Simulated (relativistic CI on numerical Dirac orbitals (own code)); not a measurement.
## Yb3+: 5p photoemission

Computed with this model: Dirac-Coulomb-Breit CI, orbitals from a KLI potential per configuration, model QED (radiative potential, 1s self-energy scaled to tabulated hydrogen-like ionisation energies), valence Slater integrals scaled by 0.8, multiplet model of photoemission in the sudden approximation; configurations [Xe] 4f13 → [Kr] 4d10 4f13 5s2 5p5; 300 K; Lorentzian 0.42 eV and Gaussian 0.5 eV FWHM. Energies are those of the free ion, without screening or charge transfer. The energies are binding energies and can lie tens of eV above those of solids. S is read from ⟨S²⟩ = S(S + 1).

Computed curve for free ion, scaled to 100 at the maximum (points under 2 are left out and the grid is thinned):

(Energy (eV), Intensity): (58.5, 2.2), (58.6, 2.4), (58.8, 3.0), (58.9, 3.4), (59.1, 4.6), (59.2, 5.3), (59.3, 6.4), (59.5, 9.7), (59.6, 12.5), (59.8, 22.8), (59.9, 31.8), (60.0, 44.1), (60.2, 75.1), (60.3, 89.1), (60.5, 100.0), (60.6, 95.0), (60.8, 70.3), (60.9, 55.6), (61.0, 42.5), (61.2, 25.8), (61.3, 22.1), (61.5, 21.5), (61.6, 23.1), (61.7, 24.8), (61.9, 25.3), (62.0, 23.2), (62.2, 16.7), (62.3, 13.6), (62.4, 11.2), (62.6, 7.9), (62.7, 6.6), (62.9, 4.5), (63.0, 3.7), (63.1, 3.1), (63.3, 2.3), (63.4, 2.1), (66.1, 2.3), (66.2, 2.5), (66.3, 2.9), (66.5, 4.0), (66.6, 4.8), (66.8, 7.6), (66.9, 10.1), (67.0, 13.8), (67.2, 26.3), (67.3, 35.0), (67.5, 52.5), (67.6, 58.3), (67.8, 57.8), (67.9, 51.5), (68.0, 42.6), (68.2, 24.4), (68.3, 17.5), (68.5, 9.3), (68.6, 7.0), (68.7, 5.5), (68.9, 3.7), (69.0, 3.2), (69.2, 2.4), (69.3, 2.2)

The ground state has S = 0.50, and the centroid lies at 63.05 eV.
